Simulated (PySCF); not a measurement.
Continuum solvent and chemical shifts

Structure with atom numbers: `[CH3:1][C:2](=[O:3])[C@@H:4]1[CH:5]=[CH:6][CH:7]=[C:8]1[CH3:9]`. Hydrogens are named by the atom that carries them.

GIAO PBE0/pcSseg-1 in PySCF 2.14.0 with density-fitted response routines on one PBE0-D3(BJ)/def2-SVP conformer, non-relativistic, equivalent nuclei averaged. Solvents enter as an IEF-PCM continuum (chloroform with ε = 4.7, dimethylsulfoxide with ε = 46.8) around the gas-phase geometry. Shifts are referred to TMS computed in the same medium.

Gas phase, δ in ppm: C2 208.3, C8 151.7, C6 145.8, C5 139.8, C7 137.5, C4 74.5, C1 25.6, C9 17.0, H(C6) 6.82, H(C5) 6.50, H(C7) 6.44, H(C4) 3.62, H(C9) 2.04, H(C1) 1.59. Dipole moment 2.36 D.

(1) How does each δ change in the continuum?

(2) Which nuclei move most (in ppm), and what does the model miss?

Answers

(1) 
```csv
atoms,environment,"Δδ, chloroform","Δδ, dimethylsulfoxide"
C2,ketone carbonyl carbon,+5.7,+7.9
C8,fully substituted alkene carbon,+1.2,+1.5
C6,alkene CH,+1.3,+1.8
C5,alkene CH,+1.5,+2.3
C7,alkene CH,+1.2,+1.7
C4,sp3 CH α to a carbonyl,+0.9,+1.3
C1,methyl carbon α to a carbonyl,+1.2,+1.7
C9,allylic methyl carbon,+0.3,+0.4
H(C6),hydrogen on an alkene CH,+0.14,+0.20
H(C5),hydrogen on an alkene CH,+0.16,+0.23
H(C7),hydrogen on an alkene CH,+0.14,+0.20
H(C4),hydrogen on an sp3 CH α to a carbonyl,+0.06,+0.06
H(C9),hydrogen on an allylic methyl carbon,+0.03,+0.03
H(C1),hydrogen on a methyl carbon α to a carbonyl,+0.11,+0.15
```

Changes are relative to the gas phase. The dipole moment becomes 2.85 D in chloroform, 3.06 D in dimethylsulfoxide.

(2) C2 (ketone carbonyl carbon, +7.9 ppm) in dimethylsulfoxide. A continuum only polarises the solute; specific hydrogen bonds, the anisotropy of aromatic solvents and changes of geometry or conformer are outside it.
